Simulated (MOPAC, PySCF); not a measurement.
Constitutional and geometric isomers with formula CH4Si2. Isolated molecules, 0 K electronic values unless said otherwise. Strings in code marks are SMILES.

Quantity: vertical ionisation energy (energy after one electron is removed minus that of the parent at the parent's geometry), in eV.

Level 1: B3LYP/6-31G* // B3LYP-D3(BJ)/def2-TZVP (PySCF)
Level 2: PBE/6-31G* // B3LYP-D3(BJ)/def2-TZVP (PySCF)
Level 3: minus the HOMO energy of HF/3-21G // B3LYP-D3(BJ)/def2-TZVP (PySCF)
Level 4: minus the HOMO energy of PM7 // B3LYP-D3(BJ)/def2-TZVP (MOPAC)

| species | level 2 | level 3 | level 4 |
|---|---|---|---|
| `[SiH2]=C=[SiH2]` | 8.47 | 8.61 | 9.40 |

Q: What does level 1 give for each?

A: 
- `[SiH2]=C=[SiH2]`: 8.36
